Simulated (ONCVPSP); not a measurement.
## Before and after: ONCV potential for Re

- Element: Re
- Generator: ONCVPSP 4.0.1
- Type: optimised norm-conserving Vanderbilt (ONCV)
- Functional: PBE
- Relativity: scalar-relativistic
- Frozen core: [Xe] 4f14
- Valence charge: 7
- Reference configuration: 5d5.5 6s1.5
- Partial waves: 6s: rc 2.80 bohr, ncon 4, nbas 9, qcut 2.4 1/bohr, 1 projector; p scattering state at 0.37 Ha: rc 2.60 bohr, ncon 4, nbas 8, qcut 3.8 1/bohr, 2 projectors, debl 1.9 Ha; 5d: rc 2.30 bohr, ncon 5, nbas 10, qcut 6.7 1/bohr, 2 projectors, debl 1.4 Ha
- Local potential: polynomial inside 1.95 bohr (lpopt 5, dvloc0 2 Ha)
- Core correction: Teter function, fcfact 5.5, rcfact 1.3

In the p channel the program set the typed energies aside and used 0.050, 1.950 Ha.

Change: s: qcut 2; p: qcut 3.1; d: qcut 5.4.

Cutoffs: the cutoffs (Ha) at which the residual kinetic energy of the hardest occupied pseudo-wave falls to 1 and 0.1 mHa per electron; they do not see the model core or the augmentation charge, which bear on the density cutoff. Errors are all-electron minus pseudo energies relative to the spin-unpolarised reference configuration.

Question: Predict the effect on cutoff, ghosts and configuration errors.

Answer: The potential gets neither clearly harder nor softer (15 Ha and 25 Ha → 13 Ha and 28 Ha); the bound ghosts move from p to s; the lowest positive-energy flag moves from s at 0.6 eV to p at 77.9 eV; of the 4 tests that both files solve, the error grows in 3 and shrinks in 1 by more than 15 % and 0.3 meV (median size 10.1 → 16.3 meV).

| quantity | base | changed |
| --- | --- | --- |
| cutoff, loose | 15 Ha | 13 Ha |
| cutoff, tight | 25 Ha | 28 Ha |
| loose cutoff by channel | s 3.1 Ha, d 15 Ha | s 9.8 Ha, d 13 Ha |
| bound ghosts | p | s |
| GHOST(+) flags under 300 eV | s at 0.6 eV | p at 77.9 eV |
| error for 5d5 6s2, meV [ΔE -0.38 eV] | +1.2 | +9.8 |
| error for 5d5 6s1, meV [ΔE 8.87 eV] | +14 | +23 |
| error for 5d5 6s0, meV [ΔE 25.19 eV] | -44 | -51 |
| error for 5d6 6s1, meV [ΔE 0.56 eV] | -6.4 | -0.8 |
| s: phases at 2.84 bohr within 0.05 rad from the reference energy up to (Ha; the scan ends near 5) | -0.0 | n/a |
| p: phases at 2.65 bohr within 0.05 rad from the reference energy up to (Ha; the scan ends near 5) | 3.4 | 2.5 |
| d: phases at 2.33 bohr within 0.05 rad from the reference energy up to (Ha; the scan ends near 5) | to the end of the scan | to the end of the scan |
| rms error of d²Exc/dni dnj with the model core, mHa | 1.29 | 1.33 |

Changed file: The cutoffs count occupied waves only; projector 2 of the p channel, the hardest unoccupied one, needs 38 Ha at the loose tolerance. A true bound ghost makes a file unfit for plane-wave use even where its test errors are small: the radial tests pick states by their node count and pass the ghost by.
